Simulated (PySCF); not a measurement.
**From computed data to an observable: oscillator strength and radiative lifetime**

Ge(Cl)(Me) (CH₃ClGe), SMILES [CH3][Ge][Cl] (connectivity only; charge and spin as stated), neutral, multiplicity 1.

The structure is a stationary point at PBE-D3(BJ)/def2-TZVP.

TDDFT-ωB97X/def2-SVPD (PySCF) puts the first singlet state with f over 0.02 at 5.63 eV (vertical), with the transition dipole (0.326, 0.285, 0.447) in atomic units.

**Question.** Find the oscillator strength, the wavelength and the radiative lifetime that this transition would have in vacuum if emission retraced absorption.

**Answer.** 
|μ|² = 0.3873 au, so |μ| = 1.58 D. ΔE = 5.63/27.211 = 0.2069 hartree. f = (2/3) ΔE |μ|² = 0.053 (the program prints 0.053).
λ = 1239.84/5.63 = 220 nm; ν = 45409 cm⁻¹.
Einstein's coefficient A = 0.6670 ν² f s⁻¹ (ν in cm⁻¹) = 7.3e7 s⁻¹, so τ = 1/A = 14 ns. This state is S3; the lower singlets have f = 0.016, 0.007. The figure is the radiative limit of this one transition; relaxation, internal conversion, crossing to triplets and a medium change what is measured.
